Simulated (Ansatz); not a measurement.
Ag3O⁺, relaxed as a singlet with RKS B3LYP-D4/def2-SVP in Ansatz, starting from the GFN2-xTB geometry. Force threshold 0.02 eV/Å.

In the def2 sets Ag takes a core potential; there is no spin–orbit coupling. The structure comes from a short search, and lower isomers may exist.

Start:

```xyz
4

Ag   -0.6993    0.9680   -1.6749
Ag    1.7243   -1.4290    0.4400
Ag   -1.1061    0.5250    1.3576
O     0.0811   -0.0640   -0.1227
```

```csv
step,energy (eV),largest force component (eV/Å),SCF passes
1,-14039.4936,1.694,32
2,-14039.6641,0.396,35
3,-14039.7225,0.055,34
4,-14039.7235,0.045,35
5,-14039.7238,0.001,36
```

Force components are those of the run's own axes.

End:

```xyz
4

Ag   -0.4336    0.8157   -1.8529
Ag    1.6137   -1.2793    0.2161
Ag   -1.1560    0.4951    1.6447
O    -0.0241   -0.0314   -0.0079
```

By distances, no bond broke or formed. The bond that changes most is Ag2–O4, from 2.21 to 2.07 Å (atoms count from 1). The end is the same structure that another start reached, the lowest one found.

No frequencies were taken in this run, so the end may be a saddle point.

Hardware: 4 threads of Arm Neoverse V2 on a shared host. Wall time 15 s.
